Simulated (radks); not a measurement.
Q: These are the eigenvalues of the occupied orbitals of an atom or ion with whole-number occupations (eV). Calculated with a radial shooting solver on a logarithmic mesh with Libxc functionals: scalar-relativistic Kohn-Sham, LDA (Slater exchange, Perdew-Wang correlation), spin-polarised, spherical densities, finite nucleus; Fermi nuclear charge, rms radius of each element as measured or else 0.836 A^(1/3) + 0.57 fm.

| orbital | eigenvalue |
|---|---|
| 1s down | -4855.798 |
| 1s up | -4855.796 |
| 2s up | -535.4843 |
| 2s down | -534.8986 |
| 2p up | -443.9321 |
| 2p down | -443.4735 |
| 3s up | -62.8633 |
| 3s down | -61.2072 |
| 3p up | -39.3827 |
| 3p down | -37.7525 |
| 3d up | -4.9966 |
| 4s up | -4.8024 |
| 4s down | -4.3040 |

Which element is it, and in what charge state? The configuration may be excited. Open shells, if any, are filled with parallel spins first.

A: Z = 22, titanium, charge 0: Ti in [Ar] 3d2 4s2. The list shows which subshells hold electrons but not how many an open one holds; the 1s level, -178.45 hartree, gives Z - s = 18.9 by -(Z - s)^2/2, which with screening and relativity narrows Z to a few neighbours, and the depths of the outer levels then fix element, charge and occupations together.
